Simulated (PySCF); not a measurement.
A structure optimised at B3LYP-D3(BJ)/def2-SVP, used in a PySCF frequency run:

```xyz
11

C      2.4412    -1.7011     0.4451
C      1.4836    -0.9663     0.2936
Si     0.0265     0.1002     0.0829
Cl     0.3561     1.9262     0.9468
Cl    -0.3189     0.3325    -1.9394
O     -1.2961    -0.5407     0.8062
C     -1.8860    -1.7915     0.4975
H      3.2916    -2.3455     0.5785
H     -2.2154    -1.8269    -0.5551
H     -2.7624    -1.9253     1.1476
H     -1.1816    -2.6224     0.6764
```

Question: Write its SMILES and formula.

Answer: C#C[Si](Cl)(Cl)OC, C3H4Cl2OSi

Question: What are its rotational constants (standard atomic weights)?

Answer: 1.3297, 1.2138, 1.0964 GHz
